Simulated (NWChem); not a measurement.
System: CH6F2Si2; SMILES [SiH3]C(F)(F)[SiH3]

NWChem printed, in part:

```
             Northwest Computational Chemistry Package (NWChem) 7.3.0
             --------------------------------------------------------

                             Geometry "geometry" -> ""
                             -------------------------

 Output coordinates in angstroms (scale by  1.889725989 to convert to a.u.)

  No.       Tag          Charge          X              Y              Z
 ---- ---------------- ---------- -------------- -------------- --------------
    1 F                    9.0000     0.00000000    -1.12355500    -1.19111300
    2 C                    6.0000     0.00000000     0.00000000    -0.36412200
    3 F                    9.0000     0.00000000     1.12355500    -1.19111300
    4 Si                  14.0000     1.66497800     0.00000000     0.62278100
    5 Si                  14.0000    -1.66497800     0.00000000     0.62278100
    6 H                    1.0000     1.71839300     1.22922500     1.48330400
    7 H                    1.0000     1.71839300    -1.22922500     1.48330400
    8 H                    1.0000     2.79019400     0.00000000    -0.36880500
    9 H                    1.0000    -2.79019400     0.00000000    -0.36880500
   10 H                    1.0000    -1.71839300     1.22922500     1.48330400
   11 H                    1.0000    -1.71839300    -1.22922500     1.48330400

 Effective nuclear repulsion energy (a.u.)     302.6139748578

                                 NWChem DFT Module
                                 -----------------

 Summary of "ao basis" -> "ao basis" (spherical)
 ------------------------------------------------------------------------------
       Tag                 Description            Shells   Functions and Types
 ---------------- ------------------------------  ------  ---------------------
 F                          def2-svp                 6       14   3s2p1d
 C                          def2-svp                 6       14   3s2p1d
 Si                         def2-svp                 8       18   4s3p1d
 H                          def2-svp                 3        5   2s1p

 in cosmo_initialize ...
 calling solv_data for solv:dmso

 solvent parameters
 solvname_short: dmso
 solvname_long:  dimethylsulfoxide
 dielec:       46.8260
 dielecinf:     2.0079
 nonaqueous SMD model solvent descriptors
 dielec:       46.8260
 sola:          0.0000
 solb:          0.8800
 solc:          0.0000
 solg:         61.7800
 solh:          0.0000
 soln:          1.4170

          ---------------
          -cosmo- solvent
          ---------------
 Cosmo: York-Karplus, doi: 10.1021/jp992097l
 dielectric constant -eps-     =  46.83
 screen = (eps-1)/(eps    )    =   0.97864
 surface charge correction     = lagrangian

   van der Waals surface
 --------------------------

 ---------- ATOMIC COORDINATES (A.U.) ------------ VDWR(ANG.) --
     1    0.00000000   -2.12321108   -2.25087719     1.730
     2    0.00000000    0.00000000   -0.68809081     1.850
     3    0.00000000    2.12321108   -2.25087719     1.730
     4    3.14635220    0.00000000    1.17688544     2.470
     5   -3.14635220    0.00000000    1.17688544     2.470
     6    3.24729191    2.32289843    2.80303812     1.200
     7    3.24729191   -2.32289843    2.80303812     1.200
     8    5.27270211    0.00000000   -0.69694039     1.200
     9   -5.27270211    0.00000000   -0.69694039     1.200
    10   -3.24729191    2.32289843    2.80303812     1.200
    11   -3.24729191   -2.32289843    2.80303812     1.200
 number of segments per atom =        128
 number of   points per atom =        128
 atom (   nspa,  nppa )
 ----------------------
    1 (     68,     0 )       0
    2 (      0,     0 )       0
    3 (     68,     0 )       0
    4 (     90,     0 )       0
    5 (     90,     0 )       0
    6 (     32,     0 )       0
    7 (     32,     0 )       0
    8 (     34,     0 )       0
    9 (     34,     0 )       0
   10 (     32,     0 )       0
   11 (     32,     0 )       0
 number of -cosmo- surface points =      512
 molecular surface =    148.574 angstrom**2
 molecular volume  =    145.156 angstrom**3
 -lineq- algorithm             =   0
 -bem- low  level              =   3
 -bem- from -octahedral-
 gaussian surface charge width =   4.50000
 degree of switching           =   1.00000
 switching function tolerance  =   0.00010
 atomic radii =
 --------------
    1  9.000  1.730
    2  6.000  1.850
    3  9.000  1.730
    4 14.000  2.470
    5 14.000  2.470
    6  1.000  1.200
    7  1.000  1.200
    8  1.000  1.200
    9  1.000  1.200
   10  1.000  1.200
   11  1.000  1.200
 ...... end of -cosmo- initialization ......

 nat:                    11
 ixmem:                  6636
 calling mnsol_interface()
 G(SMD-CDS) energy (kcal/mol)  =     2.141
 SMD-CDS SASA (angstrom**2)    =   169.285

            General Information
            -------------------
          SCF calculation type: DFT
          Wavefunction type:  closed shell.
          No. of atoms     :    11
          No. of electrons :    58
           Alpha electrons :    29
            Beta electrons :    29
          Charge           :     0
          Spin multiplicity:     1
          Use of symmetry is: off; symmetry adaption is: off
          Maximum number of iterations: 150
          AO basis - number of functions:   108
                     number of shells:    52
          Convergence on energy requested:  1.00D-06
          Convergence on density requested:  1.00D-05
          Convergence on gradient requested:  5.00D-04

              XC Information
              --------------
                         PBE0 Method XC Functional
                     Hartree-Fock (Exact) Exchange  0.250
          PerdewBurkeErnzerhof Exchange Functional  0.750
            Perdew 1991 LDA Correlation Functional  1.000 local
           PerdewBurkeErnz. Correlation Functional  1.000 non-local

             Grid Information
             ----------------
          Grid used for XC integration:  medium
          Radial quadrature: Mura-Knowles
          Angular quadrature: Lebedev.
          Tag              B.-S. Rad. Rad. Pts. Rad. Cut. Ang. Pts.
          ---              ---------- --------- --------- ---------
          F                   0.50       49          10.0       434
          C                   0.70       49           8.0       434
          Si                  1.10       88          11.0       590
          H                   0.35       45          13.0       434
          Grid pruning is: on
          Number of quadrature shells:   593
          Spatial weights used:  Erf1

      Superposition of Atomic Density Guess
      -------------------------------------

 Sum of atomic energies:        -816.68259598

      Non-variational initial energy
      ------------------------------

 Total energy =    -818.024420
 1-e energy   =   -1735.899821
 2-e energy   =     615.261425
 HOMO         =      -0.269777
 LUMO         =       0.068676

   convergence    iter        energy       DeltaE   RMS-Dens  Diis-err
 ---------------- ----- ----------------- --------- --------- ---------
     COSMO gas phase
 d= 0,ls=0.0,diis     1   -819.3814405226 -1.12D+03  1.24D-02  9.13D-01
 d= 0,ls=0.0,diis     2   -819.3051717504  7.63D-02  6.61D-03  2.00D+00
 d= 0,ls=0.0,diis     3   -819.4918571050 -1.87D-01  8.73D-04  1.25D-02
 d= 0,ls=0.0,diis     4   -819.4928869015 -1.03D-03  2.89D-04  1.56D-03
 d= 0,ls=0.0,diis     5   -819.4930251379 -1.38D-04  9.32D-05  1.01D-04
  Resetting Diis
 d= 0,ls=0.0,diis     6   -819.4930394915 -1.44D-05  2.21D-05  4.11D-06
 d= 0,ls=0.0,diis     7   -819.4930401009 -6.09D-07  6.07D-06  1.35D-07

   convergence    iter        energy       DeltaE   RMS-Dens  Diis-err
 ---------------- ----- ----------------- --------- --------- ---------
     COSMO solvation phase
 d= 0,ls=0.0,diis     1   -819.4922627478  7.77D-04  8.19D-04  1.17D-03
 d= 0,ls=0.0,diis     2   -819.4925856064 -3.23D-04  1.77D-04  5.74D-04
 d= 0,ls=0.0,diis     3   -819.4926304721 -4.49D-05  5.95D-05  1.10D-04
 d= 0,ls=0.0,diis     4   -819.4926389048 -8.43D-06  2.15D-05  7.45D-06
 d= 0,ls=0.0,diis     5   -819.4926396252 -7.20D-07  7.15D-06  1.17D-06

         Total DFT energy =     -819.492639625153
      One electron energy =    -1738.650314301932
           Coulomb energy =      686.259937210577
    Exchange-Corr. energy =      -69.863012015306
 Nuclear repulsion energy =      302.613974857841

             COSMO energy =        0.146774623667

 Numeric. integr. density =       58.000012115907

                                COSMO-SMD solvation results
                                ---------------------------

             internal energy in gas <Psi(g)|H|Psi(g)> =      -819.493040100892
         internal energy in solvent <Psi(s)|H|Psi(s)> =      -819.492574454456
                               delta internal energy  =         0.000465646436 (    0.29 kcal/mol)
   total free energy in solvent <Psi(s)|H+V/2|Psi(s)> =      -819.496051759623
 polarization energy contribution <Psi(s)|V/2|Psi(s)> =        -0.003477305168 (   -2.18 kcal/mol)
    total free energy in solvent including G(SMD-CDS) =      -819.492639625153
                       G(SMD-CDS) energy contribution =         0.003412134470 (    2.14 kcal/mol)
     1 M fixed-concentration free energy of solvation =         0.000400475739 (    0.25 kcal/mol)

                       DFT Final Molecular Orbital Analysis
                       ------------------------------------

 Vector   27  Occ=2.000000D+00  E=-3.617557D-01
              MO Center= -1.4D-07, -2.1D-07,  3.4D-01, r^2= 7.0D+00
   Bfn.  Coefficient  Atom+Function         Bfn.  Coefficient  Atom+Function
  ----- ------------  ---------------      ----- ------------  ---------------
    89      0.268001   8 H  s                94     -0.268001   9 H  s
    52     -0.184225   4 Si pz               70      0.184225   5 Si pz
    90      0.146855   8 H  s                95     -0.146855   9 H  s
    55     -0.135331   4 Si pz               73      0.135331   5 Si pz
    79     -0.134341   6 H  s                84     -0.134341   7 H  s

 Vector   28  Occ=2.000000D+00  E=-3.607464D-01
              MO Center= -5.8D-08,  2.1D-07,  1.2D+00, r^2= 5.1D+00
   Bfn.  Coefficient  Atom+Function         Bfn.  Coefficient  Atom+Function
  ----- ------------  ---------------      ----- ------------  ---------------
    79      0.231434   6 H  s                84     -0.231434   7 H  s
    99     -0.231434  10 H  s               104      0.231434  11 H  s
    51      0.217511   4 Si py               69     -0.217511   5 Si py
    54      0.149027   4 Si py               72     -0.149027   5 Si py
    80      0.126003   6 H  s                85     -0.126003   7 H  s

 Vector   29  Occ=2.000000D+00  E=-2.959270D-01
              MO Center= -2.1D-08,  7.7D-09, -2.6D-01, r^2= 3.0D+00
   Bfn.  Coefficient  Atom+Function         Bfn.  Coefficient  Atom+Function
  ----- ------------  ---------------      ----- ------------  ---------------
    18      0.412754   2 C  px                4      0.286695   1 F  px
    32      0.286695   3 F  px               21      0.238056   2 C  px
     7     -0.220057   1 F  px               35     -0.220057   3 F  px
    50     -0.199114   4 Si px               68     -0.199114   5 Si px
    45      0.167438   4 Si s                63     -0.167438   5 Si s

 Vector   30  Occ=0.000000D+00  E= 1.210531D-02
              MO Center= -5.9D-08, -1.7D-08,  2.7D-01, r^2= 5.9D+00
   Bfn.  Coefficient  Atom+Function         Bfn.  Coefficient  Atom+Function
  ----- ------------  ---------------      ----- ------------  ---------------
    55      0.835127   4 Si pz               73      0.835127   5 Si pz
    90      0.609405   8 H  s                95      0.609405   9 H  s
    17      0.470909   2 C  s                80     -0.328299   6 H  s
    85     -0.328299   7 H  s               100     -0.328299  10 H  s
   105     -0.328299  11 H  s                23      0.267364   2 C  pz

 Vector   31  Occ=0.000000D+00  E= 1.885753D-02
              MO Center=  4.6D-08, -1.3D-08,  8.8D-01, r^2= 6.2D+00
   Bfn.  Coefficient  Atom+Function         Bfn.  Coefficient  Atom+Function
  ----- ------------  ---------------      ----- ------------  ---------------
    17      1.242873   2 C  s                53      0.928113   4 Si px
    71     -0.928113   5 Si px               90     -0.511216   8 H  s
    95     -0.511216   9 H  s                23      0.344237   2 C  pz
    16      0.205524   2 C  s                45      0.157962   4 Si s
    63      0.157962   5 Si s                55      0.134837   4 Si pz

 Vector   32  Occ=0.000000D+00  E= 2.867462D-02
              MO Center= -4.3D-08,  3.1D-08,  3.3D-01, r^2= 4.8D+00
   Bfn.  Coefficient  Atom+Function         Bfn.  Coefficient  Atom+Function
  ----- ------------  ---------------      ----- ------------  ---------------
    54      0.691580   4 Si py               72      0.691580   5 Si py
    80     -0.548080   6 H  s                85      0.548080   7 H  s
   100     -0.548080  10 H  s               105      0.548080  11 H  s
    22      0.318504   2 C  py               19      0.260804   2 C  py
     3      0.224794   1 F  s                31     -0.224794   3 F  s

     Multipole analysis of the density
     ---------------------------------

     L   x y z        total         alpha         beta         nuclear
     -   - - -        -----         -----         ----         -------
     0   0 0 0     -0.000000    -29.000000    -29.000000     58.000000

     1   1 0 0      0.000000      0.000000      0.000000     -0.000000
     1   0 1 0      0.000000      0.000000      0.000000      0.000000
     1   0 0 1      0.874179      1.373725      1.373725     -1.873270

     2   2 0 0    -31.526587   -203.247940   -203.247940    374.969294
     2   1 1 0      0.000000      0.000000      0.000000      0.000000
     2   1 0 1     -0.000000     -0.000000     -0.000000      0.000000
     2   0 2 0    -35.569522    -69.148703    -69.148703    102.727884
     2   0 1 1     -0.000000     -0.000000     -0.000000      0.000000
     2   0 0 2    -35.239943   -100.229013   -100.229013    165.218084
```

Level: PBE0/def2-SVP, SMD on the gas-phase geometry. Coordinates come from a PBE-D3(BJ)/def2-SVP optimisation. Solvent: dimethyl sulfoxide.

Question: Write an input that gives this output.

Answer: One answer among several that fit: the input that was run:
```
start job
memory heap 200 mb stack 900 mb global 1100 mb
geometry units angstroms noautosym nocenter noautoz
  F      0.000000    -1.123555    -1.191113
  C      0.000000     0.000000    -0.364122
  F      0.000000     1.123555    -1.191113
  Si     1.664978     0.000000     0.622781
  Si    -1.664978     0.000000     0.622781
  H      1.718393     1.229225     1.483304
  H      1.718393    -1.229225     1.483304
  H      2.790194     0.000000    -0.368805
  H     -2.790194     0.000000    -0.368805
  H     -1.718393     1.229225     1.483304
  H     -1.718393    -1.229225     1.483304
end
basis spherical
  * library def2-svp
end
dft
  xc pbe0
  iterations 150
end
cosmo
  do_cosmo_smd true
  solvent dmso
end
task dft energy
```
